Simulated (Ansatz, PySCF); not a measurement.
The pair A = N2 (SMILES N#N) (first 2 atoms), B = CH6Si (SMILES C[SiH3]); geometry from B3LYP-D3(BJ)/def2-TZVP.
(charge 0, multiplicity 1):
```xyz
10

N      1.20011    -0.04338     0.93902
N      0.82041     0.05479    -0.07873
C      0.86255    -0.20799     4.69388
Si    -0.80826     0.11003     3.90469
H      1.64090    -0.28096     3.93311
H      0.85257    -1.14033     5.26141
H      1.12912     0.60025     5.37734
H     -0.79315     1.37732     3.13397
H     -1.86567     0.20999     4.94064
H     -1.17018    -0.99013     2.97791
```

Correlated levels freeze the cores. CBS: X⁻³ extrapolation of the correlation energy, Hartree–Fock from the larger set. MP2 and its Hartree–Fock in aug-cc-pV(T+d)Z are density fitted.

Codes used: Ansatz (Gaussian orbitals); PySCF for the dispersion terms. Values without a source in brackets are computed.

The monomers are drawn apart, rigid, along the line of their centres of mass. Counterpoise-corrected interaction energies (kcal/mol):

```csv
level,R = 5.376 Å,R = 6.810 Å
PBE-D3(BJ)/def2-TZVPPD,-0.3144,-0.0673
wB97M-V/def2-TZVPPD,-0.2458,-0.0583
"MP2/CBS(aug-cc-pV(D+d)Z, aug-cc-pV(T+d)Z) + ΔCCSD(T)/aug-cc-pV(D+d)Z",-0.2376,-0.0578
```

R is the distance of the centres of mass. Find the local exponent m of E ∝ R⁻ᵐ between the two points.


m = ln(E₁/E₂)/ln(R₂/R₁): PBE-D3(BJ)/def2-TZVPPD 6.5; wB97M-V/def2-TZVPPD 6.1; MP2/CBS(aug-cc-pV(D+d)Z, aug-cc-pV(T+d)Z) + ΔCCSD(T)/aug-cc-pV(D+d)Z 6.0. For scale, two fixed dipoles give m = 3, dipole and quadrupole 4, quadrupoles 5, and dispersion or dipole-induced dipole 6 at long range; at these distances several terms mix, and what is left of overlap and damping shifts m, so it need not match one of them.

Ansatz is a first-principles code.
